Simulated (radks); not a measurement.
Values are calculated unless marked as measured or tabulated.
Problem. Spherical quantum dot in the effective-mass picture: electrons in a hard-walled sphere of radius 3.39, with a point charge +1 (a donor) at the centre, all in effective atomic units (hartree* = m*/eps^2 hartree, bohr* = eps/m* bohr), one dielectric constant everywhere. Level of theory: non-relativistic Kohn-Sham, PBEsol, spin-polarised, spherical densities (a radial shooting solver with Libxc functionals). Levels are named by radial order and angular momentum (1s, 1p, 1d, 2s, ...), and open shells are averaged over m. Results are scaled to m* = 0.341 and eps = 6.3, for which hartree* = 233.8 meV and bohr* = 0.9777 nm. At N = 31 the configuration is 1s2 1p6 1d10 2s(up 1, down 0) 1f(up 7, down 5). Does electron 32 go into 2s down or 1f down or 1g up?

Solution. Into 1f down. The total energies of the other choices lie higher by 40.0 meV (2s down), 147 meV (1g up).
